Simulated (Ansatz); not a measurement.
C2H5ClSi (`CC[Si]Cl`), relaxed with RKS PBE0-D4/def2-TZVP in Ansatz 0.2.0 from a GFN2-xTB geometry. The force threshold is 0.005 eV/Å; the program also tests the step.

The species carries charge 0 and has multiplicity 1.

Start:

```xyz
9

C    -0.878    0.138   -0.454
C     0.327    0.610    0.345
Si    1.174   -0.850    1.289
Cl    1.823   -2.393    0.054
H    -0.591   -0.633   -1.165
H    -1.305    0.972   -1.011
H    -1.646   -0.266    0.200
H     0.033    1.369    1.067
H     1.064    1.054   -0.326
```

| step | energy (eV) | largest force (eV/Å) | largest move (Å) |
| --- | --- | --- | --- |
| 1 | -22547.2666 | 1.136 | 0.000 |
| 2 | -22547.4823 | 0.588 | 0.198 |
| 3 | -22547.5080 | 0.349 | 0.058 |
| 4 | -22547.5182 | 0.067 | 0.066 |
| 5 | -22547.5185 | 0.021 | 0.005 |
| 6 | -22547.5187 | 0.029 | 0.012 |
| 7 | -22547.5194 | 0.077 | 0.049 |
| 8 | -22547.5199 | 0.121 | 0.047 |
| 9 | -22547.5203 | 0.183 | 0.054 |
| 10 | -22547.5224 | 0.230 | 0.190 |
| 11 (rejected) | -22547.5222 | 0.133 | 0.078 |
| 13 (rejected) | -22547.5259 | 0.053 | 0.053 |
| 15 | -22547.5272 | 0.022 | 0.023 |
| 17 | -22547.5279 | 0.034 | 0.037 |
| 19 | -22547.5283 | 0.034 | 0.046 |
| 21 | -22547.5286 | 0.067 | 0.010 |
| 23 | -22547.5291 | 0.017 | 0.019 |
| 25 | -22547.5293 | 0.030 | 0.027 |
| 27 | -22547.5296 | 0.031 | 0.039 |
| 29 | -22547.5297 | 0.025 | 0.019 |
| 31 | -22547.5297 | 0.016 | 0.026 |
| 33 | -22547.5298 | 0.010 | 0.017 |
| 35 (rejected) | -22547.5298 | 0.003 | 0.009 |
| 36 | -22547.5298 | 0.001 | 0.004 |

End:

```xyz
9

C    -0.781    0.091   -0.533
C     0.372    0.581    0.325
Si    1.656   -0.579    1.093
Cl    0.994   -2.442    0.413
H    -0.420   -0.445   -1.412
H    -1.406    0.920   -0.878
H    -1.419   -0.601    0.020
H     0.011    1.161    1.191
H     0.993    1.313   -0.219
```

It took 2 min on 2 threads of an AMD EPYC 7R13 on a shared host, with 0.42 GiB of host memory at the peak.
